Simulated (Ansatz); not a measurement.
H₂W₂. Total charge 0; triplet. Geometry PBE-D4/def2-TZVP, that of the charge +1 doublet; atoms count from 1.

```tsv
atom	x (Å)	y (Å)	z (Å)
W1	0.278	1.034	0.043
W2	-0.277	-1.032	-0.045
H3	-1.917	-0.595	-0.037
H4	1.916	0.593	0.039
```

In the def2 sets W takes a core potential; there is no spin–orbit coupling. The charge 0 triplet is spin-contaminated (final ⟨S²⟩ up to 2.59, 2.00 for a pure state). The structure comes from a short search, and lower isomers may exist.

Q: Estimate the Mulliken populations from the PBE0/def2-TZVP orbitals of Ansatz.

A: 
| atom | charge (e) | spin (α − β) | d electrons |
| --- | --- | --- | --- |
| W1 | 0.12 | 2.21 | 4.68 |
| W2 | 0.09 | -0.14 | 4.62 |
| H3 | -0.10 | 0.00 | – |
| H4 | -0.10 | -0.06 | – |
Mulliken values depend strongly on the basis.

Q: Where does the spin sit?

A: Summed by element: W 2.07, H -0.07, of 2 unpaired in all. Largest on single atoms: W1 2.21, W2 -0.14, H4 -0.06.

Q: And the Mayer bond orders between heavy atoms (over 0.3)?

A: W1–W2 3.42 (2.14 Å).
